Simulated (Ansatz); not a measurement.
`COC[SiH2]C` → `CCOC` + `[SiH2]`  (silylene formation by 1,1-elimination)

Program: Ansatz. Geometries: PBE0-D4/def2-TZVP. ΔE: electronic, gas phase. CCSD(T)/CBS is the MP2 limit (def2-TZVPP, def2-QZVPP) plus CCSD(T) − MP2 in def2-TZVPP, frozen cores. This one scheme is used for every species. DFT in def2-TZVPP. HSE06 is defined as in plane-wave codes. Each species was taken in one conformer, which may not be the lowest.

```csv
level,ΔE (eV),difference from CCSD(T)/CBS
PBE0-D4,2.66,0.14
r2SCAN0-D4,2.75,0.23
HSE06-D4,2.65,0.13
ωB97M-V,2.51,-0.01
B2PLYP,2.45,-0.07
PBE-QIDH,2.67,0.15
PBE,2.50,-0.02
revPBE,2.33,-0.19
HF/def2-TZVPP,2.19,-0.33
HF/def2-QZVPP,2.20,-0.32
CCSD(T)/CBS,2.52,0
```

Largest T1 diagnostic among the species: 0.014.

Leaving LDA and LC-ωPBE aside and taking each functional with its dispersion term where it has one, the values, not all of them listed here, spread over 0.34 eV, from BLYP-D4 to r2SCAN-D4. LDA lies +0.34 eV from PBE without D4. The D4 term adds +0.17 eV with B3LYP and +0.09 eV with PBE0; it sums over pairs of atoms, weighted by their polarisabilities, and B3LYP, whose exchange is more repulsive, gets the larger term. From BLYP to BHLYP (50 % exact exchange), in def2-TZVPP and without D4, ΔE moves by +0.21 eV.

CCSD(T)/CBS has its own doubt, a few kJ/mol and more with outer-core shells, so smaller differences from it don't rank the levels.

B3LYP here is the variant with VWN-RPA as its local correlation; programs differ in this.
